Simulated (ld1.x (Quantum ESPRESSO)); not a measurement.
## Varying the TM potential for nitrogen

Base potential:

* Element: N
* Generator: ld1.x (Quantum ESPRESSO) 7.5
* Type: norm-conserving Troullier–Martins (Kleinman–Bylander form)
* Functional: LDA (PZ)
* Relativity: scalar-relativistic
* Frozen core: [He]
* Valence charge: 5
* Reference configuration: 2s2 2p2.75 (charge +0.25)
* Partial waves: 2s (bound): rc 1.00 bohr; 3d channel at 0.15 Ry: rc 1.30 bohr; 2p (bound): rc 1.25 bohr
* Local potential: the p channel
* Core correction: none

All-electron outer shells of the reference configuration (LDA (PZ), scalar-relativistic, ld1.x):

| shell | level (eV) | outermost node (bohr) | outermost maximum (bohr) |
| --- | --- | --- | --- |
| 1s | -385.23 | – | 0.15 |
| 2s | -21.57 | 0.32 | 1.02 |
| 2p | -10.29 | – | 0.96 |

Cutoffs, loose and tight: the cutoffs (Ry, on a coarse ladder) from which the occupation-weighted sum of valence levels, in a spherical-Bessel basis at the reference potential, stays within 10 and 1 mRy of its value at 400 Ry. They do not see the model core or the augmentation charge, which bear on the density cutoff. Test errors are all-electron minus pseudo excitation energies from the reference, over the configurations 2s2 2p3; 2s2 2p2; 2s2 2p1; 2s2 2p0; 2s2 2p2.5; 2s1 2p3; 2s1 2p4 (two spin-polarised tests are not counted in the largest error). A dash means not determined; rows that change the core or the reference have their own tests.

| change | outcome | cutoff, loose | cutoff, tight | bound ghosts | largest test error (meV) |
| --- | --- | --- | --- | --- | --- |
| base | generated | 70 Ry | 140 Ry | none | +399 |
| wave 3d channel at 0.15 Ry: rc 1.30 bohr becomes 3d channel at 3.55 Ry: rc 1.30 bohr | generated | 70 Ry | 140 Ry | none | +399 |
| wave 3d channel at 0.15 Ry: rc 1.30 bohr becomes 3d channel at 0.15 Ry: rc 1.76 bohr | generated | 70 Ry | 140 Ry | none | +399 |
| reference 2s2 2p1 | generated | 70 Ry | 140 Ry | none | +468 |
| all radii scaled by about 0.75 (s 0.76, p 0.94, d 0.98 bohr) | generated | 110 Ry | 200 Ry | none | +283 |
| local potential all-electron potential smoothed inside 0.90 bohr (lloc = -1) | generated | 70 Ry | 140 Ry | none | +425 |
| type ultrasoft; waves now 2s (bound): rcut 0.85, rcutus 1.00 bohr; 2s channel at 0.8 Ry: rcut 0.85, rcutus 1.00 bohr; 2p (bound): rcut 1.10, rcutus 1.25 bohr; 2p channel at 0.05 Ry: rcut 1.10, rcutus 1.25 bohr; 3d channel at 0.15 Ry: rcut 1.15, rcutus 1.30 bohr; local potential all-electron potential smoothed inside 1.20 bohr (lloc = -1); augmentation PSQ, radius 0.90 bohr | generated | 40 Ry | 55 Ry | none | +243 |
| functional PW91 | generated | 70 Ry | 140 Ry | none | +403 |
| wave 2p (bound): rc 1.25 bohr becomes 2p (bound): rc 1.02 bohr | generated | 90 Ry | 140 Ry | none | +306 |
| core correction a·sin(br)/r model core inside 0.78 bohr | generated | 70 Ry | 140 Ry | none | +354 |

(1) What comes out with this change to the base: wave 2s (bound): rc 1.00 bohr becomes 2s (bound): rc 0.76 bohr?

(2) What comes out with this change to the base: wave 2p (bound): rc 1.25 bohr becomes 2p (bound): rc 1.16 bohr?

Answers

(1) outcome: generated; cutoff, loose: 90 Ry; cutoff, tight: 160 Ry; bound ghosts: none; largest test error (meV): +396.

(2) outcome: generated; cutoff, loose: 80 Ry; cutoff, tight: 140 Ry; bound ghosts: none; largest test error (meV): +352.
